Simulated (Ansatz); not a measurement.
```xyz
9

N     0.568   -0.708   -1.154
C     0.369    0.505   -0.369
In   -1.062    0.133    1.220
H     0.888   -1.474   -0.577
H     1.264   -0.571   -1.877
H    -0.071    1.277   -1.007
H     1.285    0.942    0.059
H    -1.185   -1.487    1.824
H    -2.056    1.383    1.882
```

Total charge 0; spin multiplicity 1. In takes the def2 core potential.

**Question.** List the r2SCAN/def2-TZVPP orbital energies in eV (the Gaussian-basis code of Ansatz). (An estimate is asked.)

**Answer.** The calculation gave: Occupied: -384.80, -273.42, -125.19, -81.96, -81.59, -81.56, -22.84, -19.26, -19.02, -19.01, -18.97, -18.92, -16.37, -12.33, -11.18, -10.42, -9.76, -7.08, -6.61, -5.43. Lowest empty: -1.96, -0.12, 0.83, 1.31, 2.15, 2.34, 2.65, 2.94.
